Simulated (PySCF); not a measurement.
Spectroscopy problems

PySCF 2.14 calculation with PBE0/pcSseg-1 with gauge-including orbitals and GFN2-xTB geometry; averaged over atoms made equivalent by symmetry, fast rotation or ring inversion, non-relativistic, one computed conformer, no solvent.

Referencing at the same level of theory: $^{1}$H (31.72 ppm) and $^{13}$C (186.93 ppm) against TMS. Splittings of carbon signals by F and P are missing where no couplings were computed. Where no couplings were computed, multiplicities follow the n + 1 count of equivalent neighbours, and m marks all less simple cases (inequivalent or close neighbours, rings, F or P nearby). Shifts are as computed. Against solution values, carbons near 30 ppm lie about +3 ppm off and those near 130 ppm about +5 ppm. Of 1211 compounds with measured shifts, 218 miss one by over three times the rms of a fit or turn the order of signals round; such compounds aren't used in these exercises.

Problem. C$_{8}$H$_{7}$FO. $^{1}$H NMR (600 MHz, computed): δ 8.68 (m, 1H), 7.80 (m, 1H), 7.56 (m, 1H), 7.45 (m, 1H), 2.74 (s, 3H). $^{13}$C{$^{1}$H} NMR (computed): δ 197.6, 173.5, 141.1, 139.1, 129.7, 127.7, 122.7, 35.0. Identify the compound.

Solution. `CC(=O)c1ccccc1F`. Rings plus π bonds: 5 (1 ring in the answer). 8 carbon signals for 8 carbons: no two carbons are equivalent. Carbon types of the structure: 3 × C, 4 × CH, 1 × CH3, which accounts for all hydrogens. δC 197.6: ketone carbonyl carbon; low-lying n→π* states of the double bond to the heteroatom give a large paramagnetic term (-254 ppm). δC 173.5: aromatic carbon bearing fluorine; the electronegative substituent deshields the carbon that carries it. δC 141.1, 139.1, 129.7, 122.7: aromatic CH. δH 8.68, 7.80, 7.56, 7.45: hydrogen on an aromatic CH.

The shifts were computed for this structure.

Problem. C$_{7}$H$_{13}$N$_{3}$. $^{1}$H NMR (500 MHz, computed): δ 7.52 (s, 1H), 4.42 (q, 2H), 3.13 (sept, 1H), 1.42 (t, 3H), 1.29 (d, 6H). $^{13}$C{$^{1}$H} NMR (computed): δ 160.6 (C), 134.7 (CH), 51.3 (CH2), 30.4 (CH), 26.7 (CH3), 19.3 (CH3). Give a structure.

Solution. `InChI=1S/C7H13N3/c1-4-10-8-5-7(9-10)6(2)3/h5-6H,4H2,1-3H3`. The formula gives 3 degrees of unsaturation (1 ring in the answer). 6 carbon signals for 7 carbons: some carbons are equivalent by symmetry or fast rotation. Carbon types of the structure: 1 × C, 2 × CH, 1 × CH2, 3 × CH3, which accounts for all hydrogens. δC 160.6: substituted aromatic carbon next to a ring nitrogen. δC 134.7: aromatic CH next to a ring nitrogen. δH 7.52: hydrogen on an aromatic CH next to a ring nitrogen; ring-current deshielding. δH 4.42: hydrogen on an sp3 CH2 bonded to N; its carbon carries N, hence the downfield position.

The shifts were computed for this structure.
